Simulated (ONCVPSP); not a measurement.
# indium: one change to an ONCV potential, before and after

| Item | Value |
| --- | --- |
| Element | indium (In) |
| Generator | ONCVPSP 4.0.1 |
| Type | optimised norm-conserving Vanderbilt (ONCV) |
| Functional | PBE |
| Relativity | fully relativistic |
| Frozen core | [Ar] 3d10 |
| Valence charge | 21 |
| Reference configuration | 4s2 4p6 4d10 5s2 5p0.5 (charge +0.5) |
| Partial waves | 4s+5s: rc 1.35 bohr, ncon 3, nbas 7, qcut 7.2 1/bohr, 2 projectors; 4p+5p: rc 1.70 bohr, ncon 4, nbas 7, qcut 7.8 1/bohr, 2 projectors; 4d: rc 1.50 bohr, ncon 4, nbas 8, qcut 11.4 1/bohr, 3 projectors, debl 2.9 Ha |
| Local potential | polynomial inside 1.30 bohr (lpopt 5, dvloc0 2 Ha) |
| Core correction | none |

Open shells are filled in proportion to 2j + 1.

All-electron outer shells of the reference configuration (PBE, scalar-relativistic, ld1.x):

```tsv
shell	level (eV)	outermost node (bohr)	outermost maximum (bohr)
3p	-652.62	0.14	0.31
3d	-436.20	–	0.26
4s	-123.15	0.41	0.77
4p	-81.62	0.42	0.82
4d	-22.11	0.40	0.94
5s	-11.39	1.02	2.13
5p	-5.31	1.14	2.74
```

Change: s: rc 0.92; local potential polynomial inside 0.92 bohr (lpopt 5, dvloc0 2 Ha).

Cutoffs: the cutoffs (Ha) at which the residual kinetic energy of the hardest occupied pseudo-wave falls to 1 and 0.1 mHa per electron; they do not see the model core or the augmentation charge, which bear on the density cutoff. Errors are all-electron minus pseudo energies relative to the spin-unpolarised reference configuration.

Q: What does the change do?

A: Of the 4 tests that both files solve, the error grows in 2 and shrinks in 0 by more than 15 % and 0.3 meV (median size 0.1 → 0.5 meV); neither file shows a bound ghost.

| quantity | base | changed |
| --- | --- | --- |
| cutoffs, loose and tight | 40 Ha, 47 Ha | not determined |
| bound ghosts | none | none |
| GHOST(+) flags under 300 eV | none | none |
| error for 4s2 4p6 4d10 5s2 5p1, meV [ΔE -1.95 eV] | 0.0 | 0.0 |
| error for 4s2 4p6 4d10 5s2 5p0, meV [ΔE 3.43 eV] | +0.1 | +0.1 |
| error for 4s2 4p6 4d10 5s1 5p0, meV [ΔE 22.66 eV] | -0.2 | +1.0 |
| error for 4s2 4p6 4d10 5s1 5p1, meV [ΔE 10.01 eV] | +0.1 | +0.9 |
| p3/2: phases at 1.72 bohr within 0.05 rad from the reference energy up to (Ha; the scan ends near 5) | to the end of the scan | to the end of the scan |
| p1/2: phases at 1.72 bohr within 0.05 rad from the reference energy up to (Ha; the scan ends near 5) | to the end of the scan | to the end of the scan |
| d5/2: phases at 1.52 bohr within 0.05 rad from the reference energy up to (Ha; the scan ends near 5) | to the end of the scan | to the end of the scan |
| d3/2: phases at 1.52 bohr within 0.05 rad from the reference energy up to (Ha; the scan ends near 5) | to the end of the scan | to the end of the scan |
